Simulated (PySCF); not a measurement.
Can point charges reproduce the dipole moment of `[SiH2]([Si@@H]([SiH2]C)[SiH3])Cl`?

Coordinates (GFN2-xTB, Å) and charges (e) from the PBE0/pcSseg-1 density (PySCF):

| atom | x | y | z | Mulliken | IAO | Hirshfeld | ESP-fitted |
| --- | --- | --- | --- | --- | --- | --- | --- |
| C1 | -2.715 | -0.297 | -0.071 | -0.6259 | -0.6999 | -0.2089 | -0.4909 |
| Si2 | -1.127 | -1.320 | -0.286 | +0.4231 | +0.5024 | +0.2568 | +0.4294 |
| Si3 | 0.688 | -0.139 | 0.607 | -0.3551 | -0.0343 | +0.0796 | -0.0693 |
| Si4 | 2.776 | -0.846 | -0.152 | +0.2789 | +0.3178 | +0.2156 | +0.1703 |
| Si5 | 0.400 | 2.163 | 0.388 | +0.4575 | +0.5322 | +0.2553 | +0.3385 |
| Cl6 | 0.207 | 2.534 | -1.613 | -0.3348 | -0.3328 | -0.1376 | -0.2198 |
| H7 | -3.581 | -0.801 | -0.490 | +0.1500 | +0.1621 | +0.0476 | +0.1425 |
| H8 | -2.923 | -0.106 | 0.979 | +0.1424 | +0.1551 | +0.0416 | +0.1208 |
| H9 | -2.624 | 0.665 | -0.568 | +0.1586 | +0.1576 | +0.0387 | +0.1127 |
| H10 | -1.344 | -2.630 | 0.345 | -0.0479 | -0.1017 | -0.0752 | -0.1119 |
| H11 | -0.953 | -1.589 | -1.720 | -0.0474 | -0.1053 | -0.0779 | -0.1084 |
| H12 | 0.676 | -0.345 | 2.077 | +0.0259 | -0.0709 | -0.0769 | -0.0352 |
| H13 | 3.875 | -0.483 | 0.748 | -0.0516 | -0.0930 | -0.0717 | -0.0480 |
| H14 | 2.840 | -2.301 | -0.310 | -0.0524 | -0.0932 | -0.0712 | -0.0535 |
| H15 | 3.101 | -0.262 | -1.455 | -0.0472 | -0.0929 | -0.0726 | -0.0546 |
| H16 | -0.805 | 2.743 | 0.987 | -0.0374 | -0.1029 | -0.0717 | -0.0628 |
| H17 | 1.503 | 3.024 | 0.821 | -0.0367 | -0.1004 | -0.0715 | -0.0598 |

Q: Compute μ = Σ q r for each scheme (1 e·Å = 4.803 D) and compare with the dipole of the full density.

A: The full density gives (-0.53, -0.70, 1.56) D, 1.79 D in size; dipole vectors point from the negative to the positive end.

```csv
scheme,μx,μy,μz,size (D),share of the full size (%),angle to the full dipole (°)
Mulliken,0.50,-1.49,2.19,2.70,151,30
IAO,0.47,-1.42,2.27,2.72,152,28
Hirshfeld,-0.10,-0.63,0.80,1.02,57,18
ESP-fitted,-0.54,-0.70,1.62,1.85,103,1
```

Q: Which set comes closest?

A: Length of the difference vector: ESP-fitted 0.06 D, Hirshfeld 0.88 D, IAO 1.42 D, Mulliken 1.45 D. Closest: ESP-fitted. ESP charges are fitted to the potential around the molecule, whose slowest-falling term is the dipole's. 

Q: What is left for the Hirshfeld atoms' own dipoles?

A: The shares of the density sum to the whole, so what Σ q r misses lies in dipoles about the nuclei. The atomic dipoles sum to (-0.53, -0.70, 1.56) − (-0.10, -0.63, 0.80) = (-0.43, -0.07, 0.76) D, 0.88 D in size.

Q: With the origin at the mean of the coordinates, (0.000, 0.001, 0.017) Å, which are the largest single terms, by size, of the ESP-fitted dipole along the direction of the full one?

A: Cl6 +2.61, C1 -2.00, Si2 +1.21, Si5 -1.04, H8 +1.01 D; all 17 atoms together +1.85 D. The single terms depend on the origin, their sum doesn't.

Q: Give the size of the full dipole in other units.

A: 1.79 D = 0.704 au = 0.373 e·Å = 5.97 × 10⁻³⁰ C·m.

Geometry: GFN2-xTB, one conformer, isolated molecule.

Shape of the structure used: `[CH3:1][SiH2:2][Si@@H:3]([SiH3:4])[SiH2:5][Cl:6]`: C1–Si2–Si3–Si4 -161°, Si2–Si3–Si5–Cl6 -59°.
